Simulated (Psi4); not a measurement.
C$_{4}$H$_{4}$N (SMILES [c]1cc[nH]c1), doublet, geometry from GFN2-xTB; Psi4 with HF/pcseg-1.

Psi4 was given this input:
```
memory 2 GB

molecule mol {
0 2
  C     0.440262   -1.153799    0.130158
  C    -0.869770   -0.817265    0.012417
  N    -0.908958    0.545552   -0.108856
  C     0.359408    1.037706   -0.066063
  C     1.237460   -0.007892    0.084234
  H    -1.758266   -1.413890    0.004364
  H    -1.743158    1.100391   -0.213474
  H     0.555913    2.089258   -0.144329
  H     2.304058    0.052878    0.150955
}

set basis pcseg-1
set reference uhf
set basis_guess sto-3g

energy('scf')
print_variables()
```

The log (banner, timings and long lists left out):

```
  //>>>>>>>>>>>>>>>>>>>>>>>>>>>>>>>>>>>//
  //      Guess SCF, STO-3G Basis      //
  //<<<<<<<<<<<<<<<<<<<<<<<<<<<<<<<<<<<//

   => Loading Basis Set <=

    Name: STO-3G
    Role: ORBITAL
    Keyword: BASIS

         ---------------------------------------------------------
                           SCF Castup computation
         ---------------------------------------------------------
                                   SCF
               by Justin Turney, Rob Parrish, Andy Simmonett
                          and Daniel G. A. Smith
                              UHF Reference
         ---------------------------------------------------------

  ==> Geometry <==

    Molecular point group: c1
    Full point group: C1

    Geometry (in Angstrom), charge = 0, multiplicity = 2:

       Center              X                  Y                   Z               Mass
    ------------   -----------------  -----------------  -----------------  -----------------
         C            0.430666369285    -1.126348920385     0.127120719266    12.000000000000
         C           -0.879365630715    -0.789814920385     0.009379719266    12.000000000000
         N           -0.918553630715     0.573002079615    -0.111893280734    14.003074004430
         C            0.349812369285     1.065156079615    -0.069100280734    12.000000000000
         C            1.227864369285     0.019558079615     0.081196719266    12.000000000000
         H           -1.767861630715    -1.386439920385     0.001326719266     1.007825032230
         H           -1.752753630715     1.127841079615    -0.216511280734     1.007825032230
         H            0.546317369285     2.116708079615    -0.147366280734     1.007825032230
         H            2.294462369285     0.080328079615     0.147917719266     1.007825032230

  Running in c1 symmetry.

  Rotational constants: A =      0.34618  B =      0.30483  C =      0.16209 [cm^-1]
  Rotational constants: A =  10378.08895  B =   9138.56559  C =   4859.48278 [MHz]
  Nuclear repulsion =  153.693915347493032

  Charge       = 0
  Multiplicity = 2
  Electrons    = 35
  Nalpha       = 18
  Nbeta        = 17

  ==> Algorithm <==

  SCF Algorithm Type is DF.
  DIIS enabled.
  MOM disabled.
  Fractional occupation disabled.
  Guess Type is SAD.
  Energy threshold   = 1.00e-06
  Density threshold  = 1.00e-06
  Integral threshold = 1.00e-12

  ==> Primary Basis <==

  Basis Set: STO-3G
    Blend: STO-3G
    Number of shells: 19
    Number of basis functions: 29
    Number of Cartesian functions: 29
    Spherical Harmonics?: true
    Max angular momentum: 1

   => Loading Basis Set <=

    Name: (STO-3G AUX)
    Role: JKFIT
    Keyword: DF_BASIS_SCF

  ==> Integral Setup <==

  SCF_SUBTYPE=INCORE selected. In-core MEM_DF algorithm will be used.
  Using in-core AOs.

  ==> MemDFJK: Density-Fitted J/K Matrices <==

    J tasked:                   Yes
    K tasked:                   Yes
    wK tasked:                   No
    Algorithm:                 Core
    Schwarz Cutoff:           1E-12
    Mask sparsity (%):       1.1891
    Fitting Condition:        1E-10

   => Auxiliary Basis Set <=

  Basis Set: (STO-3G AUX)
    Blend: DEF2-UNIVERSAL-JKFIT
    Number of shells: 149
    Number of basis functions: 449
    Number of Cartesian functions: 529
    Spherical Harmonics?: true
    Max angular momentum: 4

  Minimum eigenvalue in the overlap matrix is 1.7214336002E-01.
  Reciprocal condition number of the overlap matrix is 6.5698783315E-02.
    Using symmetric orthogonalization.

  ==> Pre-Iterations <==

  SCF Guess: Superposition of Atomic Densities via on-the-fly atomic UHF (no occupation information).

   -------------------------
    Irrep   Nso     Nmo
   -------------------------
     A         29      29
   -------------------------
    Total      29      29
   -------------------------

  ==> Iterations <==

                           Total Energy        Delta E     RMS |[F,P]|

   @DF-UHF iter SAD:  -202.59434197414373   -2.02594e+02   0.00000e+00
   @DF-UHF iter   1:  -205.52942943237372   -2.93509e+00   6.24066e-03 DIIS/ADIIS
   @DF-UHF iter   2:  -205.55491422624641   -2.54848e-02   2.93428e-03 DIIS/ADIIS
   @DF-UHF iter   3:  -205.55996155392290   -5.04733e-03   9.53552e-04 DIIS/ADIIS
   @DF-UHF iter   4:  -205.56140303445315   -1.44148e-03   5.63167e-04 DIIS/ADIIS
   @DF-UHF iter   5:  -205.56228926385771   -8.86229e-04   5.20349e-04 DIIS/ADIIS
   @DF-UHF iter   6:  -205.56336723694019   -1.07797e-03   5.08309e-04 DIIS/ADIIS
   @DF-UHF iter   7:  -205.56397923026660   -6.11993e-04   5.10542e-04 DIIS/ADIIS
   @DF-UHF iter   8:  -205.56324891347225    7.30317e-04   5.01349e-04 DIIS/ADIIS
   @DF-UHF iter   9:  -205.55906831040664    4.18060e-03   4.11566e-04 DIIS/ADIIS
   @DF-UHF iter  10:  -205.55407910976842    4.98920e-03   5.93722e-04 DIIS/ADIIS
   @DF-UHF iter  11:  -205.56069927091039   -6.62016e-03   5.52231e-04 DIIS/ADIIS
   @DF-UHF iter  12:  -205.55762356269062    3.07571e-03   4.79470e-04 DIIS/ADIIS
   @DF-UHF iter  13:  -205.56418873346368   -6.56517e-03   5.70775e-04 DIIS/ADIIS
   @DF-UHF iter  14:  -205.55982620387215    4.36253e-03   3.88256e-04 DIIS/ADIIS
   @DF-UHF iter  15:  -205.55113107875169    8.69513e-03   8.19864e-04 DIIS/ADIIS
   @DF-UHF iter  16:  -205.55521431082258   -4.08323e-03   4.53466e-04 DIIS/ADIIS
   @DF-UHF iter  17:  -205.55279372856887    2.42058e-03   5.91597e-04 DIIS/ADIIS
   @DF-UHF iter  18:  -205.54965427168565    3.13946e-03   8.78723e-04 DIIS/ADIIS
   @DF-UHF iter  19:  -205.54927059738282    3.83674e-04   9.13990e-04 DIIS/ADIIS
   @DF-UHF iter  20:  -205.54910082476152    1.69773e-04   9.31065e-04 DIIS/ADIIS
   @DF-UHF iter  21:  -205.54865252749411    4.48297e-04   9.62822e-04 DIIS/ADIIS
   @DF-UHF iter  22:  -205.55222601743324   -3.57349e-03   6.93733e-04 DIIS/ADIIS
   @DF-UHF iter  23:  -205.55048790925036    1.73811e-03   8.30833e-04 DIIS/ADIIS
[...]
   @DF-UHF iter  46:  -205.55696785520405    5.24089e-05   4.10959e-04 DIIS/ADIIS
   @DF-UHF iter  47:  -205.55699760075532   -2.97456e-05   4.11971e-04 DIIS/ADIIS
   @DF-UHF iter  48:  -205.55699325964457    4.34111e-06   4.12432e-04 DIIS/ADIIS
   @DF-UHF iter  49:  -205.55631006006521    6.83200e-04   4.13692e-04 DIIS/ADIIS
   @DF-UHF iter  50:  -205.55683359897765   -5.23539e-04   4.25416e-04 DIIS/ADIIS
   @DF-UHF iter  51:  -205.55346082307327    3.37278e-03   6.00329e-04 DIIS/ADIIS
   @DF-UHF iter  52:  -205.55292293108880    5.37892e-04   5.98792e-04 DIIS/ADIIS
   @DF-UHF iter  53:  -205.55379660391529   -8.73673e-04   5.20134e-04 DIIS/ADIIS
   @DF-UHF iter  54:  -205.55572647320579   -1.92987e-03   3.98754e-04 DIIS/ADIIS
   @DF-UHF iter  55:  -205.53319504368955    2.25314e-02   1.98115e-03 DIIS/ADIIS
   @DF-UHF iter  56:  -205.54113778481852   -7.94274e-03   1.42302e-03 DIIS/ADIIS
   @DF-UHF iter  57:  -205.55515404544337   -1.40163e-02   3.94906e-04 DIIS/ADIIS
   @DF-UHF iter  58:  -205.55923383119102   -4.07979e-03   4.55659e-04 DIIS/ADIIS
   @DF-UHF iter  59:  -205.55302846615822    6.20537e-03   5.25726e-04 DIIS/ADIIS
   @DF-UHF iter  60:  -205.54687004416638    6.15842e-03   9.90491e-04 DIIS/ADIIS
   @DF-UHF iter  61:  -205.55096693178589   -4.09689e-03   6.68237e-04 DIIS/ADIIS
   @DF-UHF iter  62:  -205.55046503581917    5.01896e-04   7.08946e-04 DIIS/ADIIS
   @DF-UHF iter  63:  -205.55164864306099   -1.18361e-03   6.18764e-04 DIIS/ADIIS
   @DF-UHF iter  64:  -205.54881587272922    2.83277e-03   8.48646e-04 DIIS/ADIIS
   @DF-UHF iter  65:  -205.55040770062854   -1.59183e-03   7.16534e-04 DIIS/ADIIS
   @DF-UHF iter  66:  -205.54706498155949    3.34272e-03   9.82032e-04 DIIS/ADIIS
   @DF-UHF iter  67:  -205.54887488698148   -1.80991e-03   8.38722e-04 DIIS/ADIIS
   @DF-UHF iter  68:  -205.54919395252111   -3.19066e-04   8.06583e-04 DIIS/ADIIS
   @DF-UHF iter  69:  -205.56005800636743   -1.08641e-02   5.04195e-04 DIIS/ADIIS
   @DF-UHF iter  70:  -205.54495521721944    1.51028e-02   1.14281e-03 DIIS/ADIIS
   @DF-UHF iter  71:  -205.54263437728730    2.32084e-03   1.31625e-03 DIIS/ADIIS
   @DF-UHF iter  72:  -205.55006130641334   -7.42693e-03   7.33534e-04 DIIS/ADIIS
   @DF-UHF iter  73:  -205.55100429240383   -9.42986e-04   6.60335e-04 DIIS/ADIIS
   @DF-UHF iter  74:  -205.55297865740289   -1.97436e-03   5.10656e-04 DIIS/ADIIS
   @DF-UHF iter  75:  -205.55262055336431    3.58104e-04   5.36451e-04 DIIS/ADIIS
   @DF-UHF iter  76:  -205.55258115331429    3.94001e-05   5.39378e-04 DIIS/ADIIS
   @DF-UHF iter  77:  -205.55249022007379    9.09332e-05   5.45601e-04 DIIS/ADIIS
   @DF-UHF iter  78:  -205.55447059700390   -1.98038e-03   4.37958e-04 DIIS/ADIIS
   @DF-UHF iter  79:  -205.55334037339767    1.13022e-03   4.89140e-04 DIIS/ADIIS
   @DF-UHF iter  80:  -205.56025671951136   -6.91635e-03   5.34566e-04 DIIS/ADIIS
   @DF-UHF iter  81:  -205.55267457091998    7.58215e-03   5.38710e-04 DIIS/ADIIS
   @DF-UHF iter  82:  -205.55118805884254    1.48651e-03   6.47713e-04 DIIS/ADIIS
   @DF-UHF iter  83:  -205.55229527775330   -1.10722e-03   5.63834e-04 DIIS/ADIIS
   @DF-UHF iter  84:  -205.55217261002159    1.22668e-04   5.74973e-04 DIIS/ADIIS
   @DF-UHF iter  85:  -205.55191039003972    2.62220e-04   5.93855e-04 DIIS/ADIIS
   @DF-UHF iter  86:  -205.55202867875471   -1.18289e-04   5.84574e-04 DIIS/ADIIS
   @DF-UHF iter  87:  -205.55203251920170   -3.84045e-06   5.84445e-04 DIIS/ADIIS
   @DF-UHF iter  88:  -205.55199136570647    4.11535e-05   5.87386e-04 DIIS/ADIIS
   @DF-UHF iter  89:  -205.55200803942788   -1.66737e-05   5.87637e-04 DIIS/ADIIS
   @DF-UHF iter  90:  -205.55204779140897   -3.97520e-05   5.84277e-04 DIIS/ADIIS
   @DF-UHF iter  91:  -205.55712570500478   -5.07791e-03   3.43640e-04 DIIS/ADIIS
   @DF-UHF iter  92:  -205.55403547809939    3.09023e-03   4.08081e-04 DIIS/ADIIS
   @DF-UHF iter  93:  -205.54685440758971    7.18107e-03   9.74327e-04 DIIS/ADIIS
   @DF-UHF iter  94:  -205.54742198519406   -5.67578e-04   9.24553e-04 DIIS/ADIIS
   @DF-UHF iter  95:  -205.54624477957569    1.17721e-03   1.01973e-03 DIIS/ADIIS
   @DF-UHF iter  96:  -205.54527052757709    9.74252e-04   1.09324e-03 DIIS/ADIIS
   @DF-UHF iter  97:  -205.54965020744947   -4.37968e-03   7.28310e-04 DIIS/ADIIS
   @DF-UHF iter  98:  -205.55323614257060   -3.58594e-03   4.62632e-04 DIIS/ADIIS
   @DF-UHF iter  99:  -205.55348731453688   -2.51172e-04   4.47663e-04 DIIS/ADIIS
   @DF-UHF iter 100:  -205.55113116807397    2.35615e-03   6.17340e-04 DIIS/ADIIS

PsiException: Could not converge SCF iterations in 100 iterations.

  Failed to converge.

Traceback (most recent call last):
  File "psi4", line 375, in <module>
  File "<string>", line 31, in <module>
  File "site-packages/psi4/driver/driver.py", line 533, in energy
  File "site-packages/psi4/driver/procrouting/proc.py", line 2760, in run_scf
  File "site-packages/psi4/driver/procrouting/proc.py", line 1917, in scf_helper
  File "site-packages/psi4/driver/procrouting/scf_proc/scf_iterator.py", line 93, in scf_compute_energy
  File "site-packages/psi4/driver/procrouting/scf_proc/scf_iterator.py", line 86, in scf_compute_energy
  File "site-packages/psi4/driver/procrouting/scf_proc/scf_iterator.py", line 609, in scf_iterate

psi4.driver.p4util.exceptions.SCFConvergenceError: Could not converge SCF iterations in 100 iterations.

Printing out the relevant lines from the Psithon --> Python processed input file:
    ""","mol")
    core.IO.set_default_namespace("mol")
    core.set_global_option("BASIS", "pcseg-1")
    core.set_global_option("REFERENCE", "uhf")
    core.set_global_option("BASIS_GUESS", "sto-3g")
--> energy('scf')
    print_variables()

!-------------------------------------------------------!
!                                                       !
!  Could not converge SCF iterations in 100 iterations. !
!                                                       !
!-------------------------------------------------------!
```

Convergence was not reached.
